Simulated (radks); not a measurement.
Problem. The mean radii <r> (bohr) of the occupied orbitals of an atom or ion are listed with their occupations. All-electron calculation, scalar-relativistic Kohn-Sham, exchange-only LDA, spin-unpolarised, spherical densities, finite nucleus; Fermi nuclear charge, rms radius of each element as measured or else 0.836 A^(1/3) + 0.57 fm. Program: a radial shooting solver on a logarithmic mesh with Libxc functionals.

orbital  occ.     <r>
1s          2  0.2727
2s          2   1.481
2p          1   1.521

Name the element and its charge.

Solution. Z = 6, carbon, charge +1: C+ in [He] 2s2 2p1. The 1s radius gives Z: for a bare nucleus <r> = (2 gamma + 1)/(2Z) with gamma = sqrt(1 - (Z/c)^2), 0.2498 bohr for Z = 6, and screening makes it slightly larger (0.2727 here). The occupations add up to 5, and the charge is Z minus that.
